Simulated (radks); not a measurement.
The numbers below are computed, except where a source is named.
Q: Species: Pr+. Configuration: [Xe] 4f2.5 6s1 6p0.5 (fractional occupations, a model configuration). Code: a radial shooting solver on a logarithmic mesh with Libxc functionals. Model: Dirac Kohn-Sham, PBEsol, spin-unpolarised, spherical densities, finite nucleus; open shells fill j = l - 1/2 first; Fermi nuclear charge, rms radius 4.8919 fm.

Spin-orbit splittings of the eigenvalues, e(l+1/2) - e(l-1/2), with zeta = 2 splitting/(2l+1) and mean radii in bohr:

shell  occ.  splitting (eV)  zeta (eV)  <r> j=l-1/2  <r> j=l+1/2
2p        6           481.9      321.3      0.08607      0.09238
3p        6               ?          ?       0.2618       0.2741
3d       10           20.58      8.231       0.2453       0.2491
4p        6           20.64      13.76       0.6398       0.6677
4d       10           3.629      1.452       0.7202       0.7301
4f      2.5          0.3696     0.1056        1.083        1.096
5p        6           2.939      1.959        1.673        1.757
6p      0.5          0.3190     0.2127        4.725        4.908

Estimate the 3p splitting.

A: 95.44 eV (zeta = 63.63 eV).
